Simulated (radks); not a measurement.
Q: The mean radii <r> (bohr) of the occupied orbitals of an atom or ion are listed with their occupations. Method: Dirac Kohn-Sham, PBE, spin-unpolarised, spherical densities, finite nucleus; Fermi nuclear charge, rms radius of each element as measured or else 0.836 A^(1/3) + 0.57 fm; computed with a radial shooting solver on a logarithmic mesh with Libxc functionals.

| orbital | occ. | <r> |
|---|---|---|
| 1s1/2 | 2 | 0.03185 |
| 2s1/2 | 2 | 0.1380 |
| 2p1/2 | 2 | 0.1171 |
| 2p3/2 | 4 | 0.1221 |
| 3s1/2 | 2 | 0.3784 |
| 3p1/2 | 2 | 0.3704 |
| 3p3/2 | 4 | 0.3812 |
| 3d3/2 | 4 | 0.3541 |
| 3d5/2 | 6 | 0.3576 |
| 4s1/2 | 2 | 0.9016 |
| 4p1/2 | 2 | 0.9466 |
| 4p3/2 | 4 | 0.9687 |
| 4d3/2 | 2 | 1.091 |

Name the element and its charge. Open shells, if any, fill j = l - 1/2 first.

A: Z = 46, palladium, charge +8: Pd8+ in [Kr] 4d2. The 1s radius gives Z: for a bare nucleus <r> = (2 gamma + 1)/(2Z) with gamma = sqrt(1 - (Z/c)^2), 0.03135 bohr for Z = 46, and screening makes it slightly larger (0.03185 here). The occupations add up to 38, and the charge is Z minus that.
